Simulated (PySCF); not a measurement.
B3LYP has the VWN-RPA correlation part, as in Gaussian. Excitations are Tamm–Dancoff values on a coarser integration grid. The basis has no diffuse functions, so Rydberg states are missing or too high.

Cartesian coordinates (Å):
```xyz
13

C      2.0056     0.5865     0.0355
C      1.0715    -0.2641    -0.4147
C     -0.3403    -0.2203    -0.0967
C     -0.8418     0.8647     0.8191
Si    -1.4145    -1.3999    -0.7654
H      3.0417     0.4788    -0.2546
H      1.7679     1.4070     0.6993
H      1.3932    -1.0624    -1.0787
H     -0.3472     0.8113     1.7936
H     -1.9171     0.7988     0.9867
H     -0.6277     1.8542     0.4042
H     -2.8561    -1.3889    -0.4663
H     -0.9353    -2.4656    -1.6621
```
Charge 0, spin multiplicity 1.

Question: Give the T1 excitation (TDA), HOMO–LUMO gap and S1 excitation (TDA) at the level PySCF with B3LYP-D3(BJ)/def2-TZVP.

Answer: 
```yaml
T1 excitation (TDA): 1.94 eV
HOMO–LUMO gap: 3.80 eV
S1 excitation (TDA): 4.39 eV
```
